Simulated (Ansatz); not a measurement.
Program: Ansatz. Geometries: PBE0-D4/def2-TZVP. ΔE: electronic, gas phase. CCSD(T)/CBS adds triple-zeta CCSD(T) − MP2 to the extrapolated MP2 energy (def2 sets, frozen cores). This one scheme is used for every species. Functionals use def2-TZVPP. Each species was taken in one conformer, which may not be the lowest.

`N=CB(O)Cl` + H₂ → `OBCl` + `C=N`  (hydrogenolysis of a B–C bond)

CCSD(T)/CBS gives -0.13 eV.

Question: Another level gave -0.08 eV. Which?
A. r2SCAN-D4/def2-TZVPP
B. LC-ωPBE/def2-TZVPP
C. r2SCAN0-D4/def2-TZVPP
D. revPBE-D4/def2-TZVPP

Answer: A. r2SCAN-D4 -0.08, revPBE-D4 -0.02, LC-ωPBE -0.19, r2SCAN0-D4 -0.12 eV.

Question: What do rigid-rotor, harmonic-oscillator terms from PBE0-D4/def2-TZVP frequencies (298.15 K, 1 bar) make of the CCSD(T)/CBS value? (Best estimate.)

Answer: The calculation gave: ΔZPE = +0.18 eV, ΔH = +0.01 eV, ΔS = 45 J/(mol·K), ΔG = -0.13 eV.

Largest T1 diagnostic among the species: 0.013.

From PBE to PBE0 (25 % exact exchange), in def2-TZVPP and without D4, ΔE moves by −0.04 eV. In def2-TZVPP, CCSD(T) changes the Hartree–Fock value by +0.26 eV (the triples alone add +0.06 eV) and MP2 by +0.30 eV. The D4 term adds +0.10 eV with B3LYP and +0.06 eV with PBE0; it sums over pairs of atoms, weighted by their polarisabilities, and B3LYP, whose exchange is more repulsive, gets the larger term.

B3LYP here is the variant with VWN-RPA as its local correlation; programs differ in this.
